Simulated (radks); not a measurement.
Question: Species: P VI. Configuration: [Ne]. Method: scalar-relativistic Kohn-Sham, exchange-only LDA, spin-polarised, spherical densities, finite nucleus; Fermi nuclear charge, rms radius 3.1889 fm; computed with a radial shooting solver on a logarithmic mesh with Libxc functionals. Some entries of the table are withheld. Estimate them.

orbital,occ.,eigenvalue (eV),<r^2> (bohr^2)
1s,2,(1),(2)
2s,2,-245.9594,0.3188
2p,6,-197.5904,(3)
3s,0,-69.2441,(4)
3p,0,-58.0047,(5)

Answer: 
(1) 1s eigenvalue (eV): -2152.029
(2) 1s <r^2> (bohr^2): 0.01453
(3) 2p <r^2> (bohr^2): 0.2872
(4) 3s <r^2> (bohr^2): 2.658
(5) 3p <r^2> (bohr^2): 3.045
